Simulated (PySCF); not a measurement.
C3H13AlSSi.
Geometry (PBE0-D3(BJ)/def2-SVP, Å), atoms numbered from 1 in this order:
```xyz
19
C3H13AlSSi angstrom
C     -1.116    1.353   -0.963
S     -1.176    0.457    0.603
C     -2.763   -0.390    0.438
Al     0.281   -1.514    0.194
C      2.109   -0.903    0.643
Si     2.571    0.812    0.092
H     -1.960    2.054   -1.014
H     -1.134    0.647   -1.805
H     -0.173    1.916   -0.974
H     -3.573    0.351    0.399
H     -2.880   -1.022    1.328
H     -2.770   -1.024   -0.460
H     -0.093   -1.674   -1.364
H     -0.472   -2.477    1.235
H      2.260   -0.984    1.734
H      2.813   -1.616    0.172
H      2.387    0.976   -1.389
H      1.677    1.833    0.741
H      3.980    1.214    0.410
```

The closed-shell ground state was solved at several levels (PySCF, density fitting, gas phase, non-relativistic).

```
            level  basis functions  total energy (Eh)  HOMO (eV)  LUMO (eV)  gap (eV)  dipole (D)
wB97X-D/def2-SVPD              239         -1051.8466      -9.23       1.61     10.84        3.80
mPW1PW91/pcSseg-1              188         -1052.2184      -7.45       0.02      7.47        3.90
```

Question: Estimate the row for PBE0/pcSseg-1, a basis of 188 functions; the other rows only guide the guess.

Answer: Total energy -1051.6731 Eh, HOMO -7.42 eV, LUMO 0.01 eV, gap 7.43 eV, dipole 3.90 D.

Question: Over all these levels, which gives the widest orbital gap and which the narrowest?

Answer: wB97X-D/def2-SVPD (range-separated hybrid) has the widest, 10.84 eV, and PBE0/pcSseg-1 (global hybrid, 25 % exact exchange) the narrowest, 7.43 eV. Functional and basis both differ between the two, so the spread mixes both effects.

Question: How far do the dipole and the HOMO energy spread over the levels?

Answer: The dipole runs from 3.80 to 3.90 D (mean 3.87 D) and the HOMO from -9.23 to -7.42 eV.

One conformer stands for the species.

Note: wB97X-D ran without an empirical dispersion term, which enters the total energy and its gradient alone.
